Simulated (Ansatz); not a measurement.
Basis sets compared for LaF3. Charge 0, multiplicity 1. Geometry PBE0-D4/def2-TZVP. Ansatz on 4 threads of Arm Neoverse V2 on a shared host; times are rough, and most runs start from earlier orbitals.

```xyz
4

La    0.334    0.133    0.080
F     0.579   -1.983    0.319
F     0.018    0.784   -1.937
F    -0.931    1.065    1.538
```

In the def2 sets La takes a core potential; there is no spin–orbit coupling.

```csv
level,functions,energy (Eh),HOMO (eV),LUMO (eV),wall time
PBE-D4/def2-SVP,74,-330.8695,-7.73,-2.70,0.65 s
PBE-D4/def2-TZVP,133,-331.2404,-8.03,-2.80,0.95 s
r2SCAN-D4/def2-TZVP (with forces),133,-331.3917,-8.41,-2.26,2.4 s
PBE0-D4/def2-SVP,74,-330.8390,-9.64,-2.09,0.75 s
PBE0-D4/def2-TZVP,133,-331.2079,-9.90,-2.15,1 s
```

Task: Estimate the rows for PBE-D4/def2-TZVPD, r2SCAN-D4/def2-TZVPD, PBE0-D4/def2-TZVPD.

Result: 
```
               level  functions  energy (Eh)  HOMO (eV)  LUMO (eV)  wall time
   PBE-D4/def2-TZVPD        163    -331.2452      -8.11      -2.79      1.4 s
r2SCAN-D4/def2-TZVPD        163    -331.3960      -8.46      -2.24      2.8 s
  PBE0-D4/def2-TZVPD        163    -331.2124      -9.96      -2.13      1.7 s
```
